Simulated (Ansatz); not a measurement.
Reaction (ligand exchange at a Ge–S bond): `[CH3][Ge]([NH2])([F])[SH]` + HCl → `[CH3][Ge]([NH2])([F])[Cl]` + H₂S

Isolated molecules relaxed with PBE0-D4/def2-TZVP in Ansatz; ΔE leaves out vibrations. CCSD(T)/CBS adds triple-zeta CCSD(T) − MP2 to the extrapolated MP2 energy (def2 sets, frozen cores). This one scheme is used for every species. Functionals use def2-TZVPP. For Ge outer-core shells are correlated without core-valence functions, which leaves a few kJ/mol of doubt a bond. Scalar relativity is left out up to krypton. One conformer a species, not always the lowest.

```csv
level,ΔE (kJ/mol),difference from CCSD(T)/CBS
r2SCAN-D4,-37.5,-3.7
B2PLYP,-38.7,-4.9
PBE,-35.3,-1.5
r2SCAN,-38.0,-4.2
PBE0,-36.6,-2.8
HF/def2-TZVPP,-48.3,-14.5
MP2/def2-TZVPP,-34.6,-0.8
SCS-MP2/def2-TZVPP,-37.0,-3.2
SCS-MP2/def2-QZVPP,-36.4,-2.6
HF/CBS(def2),-48.4,-14.6
CCSD(T)/CBS,-33.8,0
```

Largest T1 diagnostic among the species: 0.011.

In def2-TZVPP, CCSD(T) changes the Hartree–Fock value by +13.1 kJ/mol (the triples alone add +1.6 kJ/mol) and MP2 by +13.8 kJ/mol.
